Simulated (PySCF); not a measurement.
**How methods differ on the ionisation energy of Ta**

Ta [Xe] 4f14 5d3 6s2 (4F) → Ta+ [Xe] 4f14 5d3 6s1 (5F), as a difference of total energies. Calculation: PySCF 2.14, in x2c-TZVPPall with one added diffuse shell each of s, p, d, f type (12s8p8d4f1g, 113 functions); scalar relativity by spin-free X2C-1e. Correlated levels: valence: [Xe] 4f14 frozen. The calculations carry no spin-orbit coupling.

| method | ionisation energy (eV) |
| --- | --- |
| UHF | 5.772 |
| MP2 (valence) | 6.938 |
| SCS-MP2 (valence) | 7.166 |
| CCSD (valence) | 7.165 |
| CCSD(T) (valence) | 7.280 |

Task: How much does correlation contribute at CCSD(T) (valence)?

Result: 7.280 − (5.772) = 1.508 eV, measured against UHF.

Errors of the correlated levels include the incompleteness of this basis and the frozen core.

For comparison: 7.573 eV (measured; NIST levels, between the centres of gravity of the two terms).
